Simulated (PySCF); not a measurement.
2-(1-methylpyrrol-2-yl)-1,3,4-oxadiazole (C7H7N3O), SMILES c1cc(n(C)c1)-c1ocnn1. Atoms are numbered in the order given.

```xyz
18

C      2.0965    -1.2185     0.0000
N      0.6693    -1.4822     0.0000
C      0.1003    -2.7236     0.0000
C     -1.2835    -2.5911     0.0000
C     -1.5665    -1.2093     0.0000
C     -0.3407    -0.5373     0.0000
C     -0.0911     0.8735     0.0000
N      1.0407     1.5333     0.0000
N      0.7120     2.8770     0.0000
C     -0.5777     2.9366     0.0000
O     -1.1665     1.7138     0.0000
H      2.6229    -2.1817     0.0000
H      2.3850    -0.6354    -0.8855
H      2.3850    -0.6354     0.8855
H      0.7278    -3.6138     0.0000
H     -2.0019    -3.4089     0.0000
H     -2.5426    -0.7274     0.0000
H     -1.2215     3.8135     0.0000
```

Geometry: r2SCAN-D4/def2-SVP. Other conformers were not sampled.

Two levels are set side by side: PBE/pcSseg-1 (PySCF) and B3LYP/pcSseg-1 (PySCF). GIAO shifts against H2O (¹⁷O), NH3 (¹⁵N), TMS (¹H), TMS (¹³C) at the same level; non-relativistic, no solvent, atoms listed together averaged. Differences are taken from unrounded values.

| quantity | B3LYP |
|---|---|
| δ(¹³C) of C1 (ppm) | 43.1 |
| δ(¹⁵N) of N2 (ppm) | 191.7 |
| δ(¹³C) of C3 (ppm) | 136.1 |
| δ(¹³C) of C4 (ppm) | 117.5 |
| δ(¹³C) of C5 (ppm) | 123.7 |
| δ(¹³C) of C6 (ppm) | 126.6 |
| δ(¹³C) of C7 (ppm) | 169.7 |
| δ(¹⁵N) of N8 (ppm) | 340.6 |
| δ(¹⁵N) of N9 (ppm) | 368.9 |
| δ(¹³C) of C10 (ppm) | 158.2 |
| δ(¹⁷O) of O11 (ppm) | 322.4 |
| δ(¹H) of H15 (ppm) | 6.97 |
| δ(¹H) of H16 (ppm) | 6.60 |
| δ(¹H) of H17 (ppm) | 7.42 |
| δ(¹H) of H18 (ppm) | 8.26 |

Problem. What does PBE give, and how far is it from B3LYP? (An estimate is asked for; the answer gives what the named calculation found.)

Solution. 
| quantity | PBE | PBE minus B3LYP |
|---|---|---|
| δ(¹³C) of C1 (ppm) | 43.4 | 0.3 |
| δ(¹⁵N) of N2 (ppm) | 190.6 | -1.2 |
| δ(¹³C) of C3 (ppm) | 132.0 | -4.0 |
| δ(¹³C) of C4 (ppm) | 115.3 | -2.2 |
| δ(¹³C) of C5 (ppm) | 120.0 | -3.7 |
| δ(¹³C) of C6 (ppm) | 123.6 | -3.0 |
| δ(¹³C) of C7 (ppm) | 164.5 | -5.2 |
| δ(¹⁵N) of N8 (ppm) | 333.0 | -7.7 |
| δ(¹⁵N) of N9 (ppm) | 359.7 | -9.2 |
| δ(¹³C) of C10 (ppm) | 153.6 | -4.6 |
| δ(¹⁷O) of O11 (ppm) | 327.6 | 5.2 |
| δ(¹H) of H15 (ppm) | 6.89 | -0.09 |
| δ(¹H) of H16 (ppm) | 6.59 | -0.01 |
| δ(¹H) of H17 (ppm) | 7.35 | -0.07 |
| δ(¹H) of H18 (ppm) | 8.22 | -0.04 |

Rough cost on one machine, each run with all the roots and properties that it gave: B3LYP against PBE within a factor of 2.
